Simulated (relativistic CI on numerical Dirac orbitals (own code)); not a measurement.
## Slater and spin-orbit integrals, Ta12+

Computed by Dirac-Coulomb-Breit CI, separate exchange-only KLI orbitals for each configuration, a model potential for QED, unscaled Slater integrals (own radial code, finite nucleus).

Slater integrals F^k, G^k are unscaled and averaged over j, outside the closed core [Kr] 4d10; ζ comes from projecting the Hamiltonian with its Breit term on Σ l·s of the shell.

- 4f13 5s2: ζ(4f) = 4384 cm⁻¹; <r>(4f) = 0.5788, <r^2>(4f) = 0.4035 (bohr units).
- 4f12 5s2 5p: F^2(4f,4f) = 174870, F^4(4f,4f) = 111360, F^6(4f,4f) = 80595, ζ(4f) = 4582.1, F^2(4f,5p) = 74612, G^2(4f,5p) = 29773, G^4(4f,5p) = 25397, ζ(5p) = 70521 cm⁻¹; <r>(4f) = 0.5687, <r^2>(4f) = 0.3883, <r>(5p) = 1.085, <r^2>(5p) = 1.313 (bohr units).
- 4f13 5s 5p: ζ(4f) = 4425.4, G^3(4f,5s) = 35707, F^2(4f,5p) = 74554, G^2(4f,5p) = 30453, G^4(4f,5p) = 25815, G^1(5s,5p) = 127720, ζ(5p) = 68164 cm⁻¹; <r>(4f) = 0.5777, <r^2>(4f) = 0.4018, <r>(5s) = 0.9952, <r^2>(5s) = 1.103, <r>(5p) = 1.092, <r^2>(5p) = 1.33 (bohr units).

Averages of the first 10 configurations, taken without configuration mixing, which lowers the lowest level and can move excited configurations by several eV; other configurations of the list can lie among them:

| Configuration | Parity | States | Average energy above the lowest level (eV) |
| --- | --- | --- | --- |
| 4f13 5s2 | odd | 14 | 0.9 |
| 4f12 5s2 5p | odd | 546 | 13.2 |
| 4f13 5s 5p | even | 168 | 38.4 |
| 4f14 5s | even | 2 | 29.4 |
| 4f12 5s 5p2 | even | 2730 | 53.1 |
| 4f14 5p | odd | 6 | 69.0 |
| 4f13 5s 5d | odd | 280 | 93.6 |
| 4f12 5s2 5d | even | 910 | 70.7 |
| 4f11 5s2 5p 6s | even | 4368 | 126.1 |
| 4f13 5s 5f | even | 392 | 147.4 |
